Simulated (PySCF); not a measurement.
**Interval between two levels of Ni by level of theory**

Ni [Ar] 3d8 4s2 [3F4, M_J = 4] → Ni [Ar] 3d8 4s1 4p1 [5G6, M_J = 6], as a difference of total energies. Computed with PySCF 2.14 in x2c-TZVPall-2c with one added diffuse shell each of s, p, d type (7s8p5d1f, 63 functions), with the two-component X2C-1e Hamiltonian. Correlated levels: [Ne] frozen; the 6 highest virtual spinors dropped. "Screened" scales the spin-orbit matrix elements by Boettger's factors to mimic the two-electron term; Breit and QED terms are absent.

```
                    method  interval between two levels (cm⁻¹)
           GHF (spin-free)                               17110
          GMP2 (spin-free)                               24289
 GHF (screened spin-orbit)                               17249
GMP2 (screened spin-orbit)                               24449
```

The labels give the starting determinants; with spin-orbit coupling the two ends relaxed to ⟨J²⟩ = 20.01, ⟨L²⟩ = 12.01, ⟨S²⟩ = 2.00 and ⟨J²⟩ = 42.01, ⟨L²⟩ = 20.02, ⟨S²⟩ = 6.00.
